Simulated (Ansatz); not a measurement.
Geometry optimisation, RKS BLYP/def2-SVP (Ansatz).

Input file:

```yaml
crystal:
  periodic: [false, false, false]
  atoms:
    - { symbol: Si, position_ang: [-0.449231, -0.389206, -0.447988] }
    - { symbol: Cl, position_ang: [1.371638, -1.360584, 0.003918] }
    - { symbol: Cl, position_ang: [-1.541441, -1.622972, -1.716108] }
    - { symbol: Cl, position_ang: [-1.550758, -0.07045, 1.280754] }
    - { symbol: H, position_ang: [-0.189973, 0.89168, -1.144405] }
    - { symbol: H, position_ang: [1.477137, 1.091911, 0.96821] }
    - { symbol: H, position_ang: [0.882528, 1.459721, 1.055619] }
basis:
  gaussian: { orbitals: def2-SVP }
hamiltonian:
  xc: blyp
relax:
  f_tol: 0.03
  max_steps: 50
```

Launched with:

```bash
$ ansatz run input.yaml --threads 2 --pin off --max-ram 3072MiB --backend cpu --events-out ev --progress --plain --runs-dir out
```

Where does it end, and by what steps?

It converged. The force dipped under the threshold on the way, but the program's further checks kept it going. After 24 steps the energy has fallen by 0.261 eV; H7 moved furthest, 1.75 Å.

| step | energy less start (eV) | largest force component (eV/Å) | accepted |
| --- | --- | --- | --- |
| 0 | 0.0000 | 2.119 | yes |
| 1 | -0.1670 | 0.179 | yes |
| 2 | -0.2168 | 0.134 | yes |
| 3 | -0.2390 | 0.072 | yes |
| 4 | -0.2432 | 0.129 | yes |
| 5 | -0.2454 | 0.036 | yes |
| 6 | -0.2460 | 0.012 | yes |
| 7 | -0.2463 | 0.025 | yes |
| 8 | -0.2467 | 0.069 | yes |
| 9 | -0.2471 | 0.110 | yes |
| 10 | -0.2481 | 0.203 | yes |
| 11 | -0.2494 | 0.192 | yes |
| 12 | -0.2491 | 0.335 | no |
| 13 | -0.2514 | 0.056 | yes |
| 14 | -0.2532 | 0.098 | yes |
| 15 | -0.2536 | 0.291 | yes |
| 16 | -0.2552 | 0.174 | yes |
| 17 | -0.2573 | 0.009 | yes |
| 18 | -0.2580 | 0.120 | yes |
| 19 | -0.2584 | 0.110 | yes |
| 20 | -0.2593 | 0.115 | yes |
| 21 | -0.2597 | 0.092 | yes |
| 22 | -0.2602 | 0.061 | yes |
| 23 | -0.2603 | 0.044 | yes |
| 24 | -0.2606 | 0.018 | yes |

```xyz
7
Properties=species:S:1:pos:R:3
Si -0.876 -0.661 -0.686
Cl 1.038 -1.080 0.013
Cl -1.472 -2.160 -1.992
Cl -2.195 -0.564 0.913
H -0.863 0.642 -1.398
H 2.070 1.582 1.416
H 2.298 2.242 1.735
```

The run took 34 s on 2 threads of Arm Neoverse V1, on a shared host, peak memory 0.12 GiB.
